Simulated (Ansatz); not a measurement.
Input and output for C2H2AlNO, SMILES `O=C[C]1=[N][AlH]1`.

```yaml
crystal:
  periodic: [false, false, false]
  atoms:
    - {symbol: O, position_ang: [-0.889182, -1.513838, 1.626763]}
    - {symbol: C, position_ang: [-0.002469, -0.775300, 1.305255]}
    - {symbol: C, position_ang: [0.033953, -0.009123, 0.019942]}
    - {symbol: N, position_ang: [1.007675, 0.784665, -0.301129]}
    - {symbol: Al, position_ang: [-0.275649, 0.746478, -1.621129]}
    - {symbol: H, position_ang: [0.888310, -0.590473, 1.945264]}
    - {symbol: H, position_ang: [-0.701438, 1.289590, -3.020666]}
basis:
  gaussian: {orbitals: aug-cc-pVTZ}
hamiltonian: {xc: {name: PBE0-DH}}
```

```sh
$ ansatz run in.yaml --threads 2 --pin off --events-out ev --progress --plain --max-ram 4352MiB
```

It prints (some lines left out):

```
Functional definition: PBE0-DH
1665 factors; integrals over basis functions are off by at most 9.2e-4 eV
mean field evaluation 1: about -12219.4407 eV, gradient 5.5e1 eV
mean field evaluation 2: about -12219.5811 eV, gradient 5.5e1 eV
mean field evaluation 4: about -12226.1759 eV, gradient 1.1e1 eV
mean field evaluation 8: about -12226.4413 eV, gradient 9.0e-1 eV
mean field evaluation 16: about -12226.4433 eV, gradient 7.6e-4 eV
mean field -12226.44332830 eV, -449.3135049339 hartree, gradient 2.9e-6 eV, S^2 0.000000; 0 other end points of the search recorded, 0 dependent functions left out
9 core orbitals not correlated: weight in the atoms' cores, before any rotation towards them, 1.000 or more for the frozen orbitals, at most 0.000 for the correlated occupied ones
reference -12226.44335700 eV, -449.3135059889 hartree; 12, 12 occupied and 259, 259 virtual orbitals, 1665 factors
second order -27.42698697 eV of doubles, -0.00000000 eV of singles
Total energy: -12229.87173037 eV, -449.4394963865 hartree
```

Hardware: 2 threads of an Arm Neoverse V2 on a shared host. Wall time 14 s, peak host memory 0.93 GiB.
